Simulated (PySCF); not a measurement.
Molecule: SMILES O=Cc1ccoc1, C₅H₄O₂.

Geometry:
```
atom   x (Å)   y (Å)   z (Å)
  O1  -2.714   0.952   0.290
  C2  -1.992   0.081  -0.131
  C3  -0.534   0.067   0.019
  C4   0.402  -0.918  -0.447
  C5   1.627  -0.476  -0.059
  O6   1.514   0.699   0.608
  C7   0.219   1.023   0.653
  H8  -2.410  -0.799  -0.683
  H9   0.180  -1.829  -0.998
 H10   2.635  -0.864  -0.173
 H11  -0.049   1.947   1.158
```

Geometry PBE0-D3(BJ)/def2-SVP throughout; GIAO in PySCF 2.14, gas phase, one conformer, non-relativistic; equivalent atoms averaged; basis pcSseg-1.

For orientation, BHandHLYP gives these absolute shieldings σ: O6 27.7, C2 -5.5, C7 28.5, C5 33.8, C3 51.5, C4 66.1, H8 21.74, H11 23.15, H9 24.63 ppm.

A run gave: O6 16.9, C2 -4.2, C7 32.8, C5 34.5, C3 48.3, C4 65.6, H8 21.10, H11 23.28, H9 24.59 ppm (absolute shieldings σ).

**Question.** Which functional was used in that run?
A. BP86
B. CAM-B3LYP
C. B97-2
D. PBE0
E. HF

**Answer.** A. C5 tells them apart best: BP86 gives 34.5, HF gives 41.9, CAM-B3LYP gives 31.2, B97-2 gives 39.3, PBE0 gives 37.0 ppm.
